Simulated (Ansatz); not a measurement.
```yaml
crystal:
  periodic: [false, false, false]
  atoms:
    - {symbol: Si, position_ang: [0.044491, 1.539713, 0.196230]}
    - {symbol: O, position_ang: [-0.751213, 0.117738, -0.014886]}
    - {symbol: Ge, position_ang: [-0.257949, -1.544245, -0.298811]}
    - {symbol: Cl, position_ang: [1.458265, -1.944325, 0.933852]}
    - {symbol: H, position_ang: [0.573589, 1.649415, 1.579271]}
    - {symbol: H, position_ang: [1.177024, 1.653325, -0.763136]}
    - {symbol: H, position_ang: [-0.928830, 2.630792, -0.053403]}
    - {symbol: H, position_ang: [-1.406254, -2.440783, 0.161538]}
    - {symbol: H, position_ang: [0.179277, -1.707929, -1.757656]}
basis:
  gaussian: {orbitals: x2c-TZVPPall}
hamiltonian: {xc: {name: wB97}}
accuracy: high
scf: {lower_state_search: full}
outputs: {forces: true}
```

```sh
$ ansatz run in.yaml --threads 4 --pin off --events-out ev --progress --plain --max-ram 10444MiB
```

It prints (some lines left out):

```
Error: YAML parse error: error: line 18 column 1: unknown field `outputs`, expected one of crystal, accuracy, basis, kpoints, hamiltonian, magnetization, projection, total_charge, correlation, batch, efield, external_charges, scf, relax, neb, saddle, md, ramp, phonons, dielectric, real_time, elastic, magnetic_configurations, gw, evaluate, workflow, output, checkpoint, execution
16 | accuracy: high
17 | scf: {lower_state_search: full}
18 | outputs: {forces: true}
```

Question: What is wrong with this run?

Answer: The input holds a key that doesn't belong there. The input was rejected before any iteration.
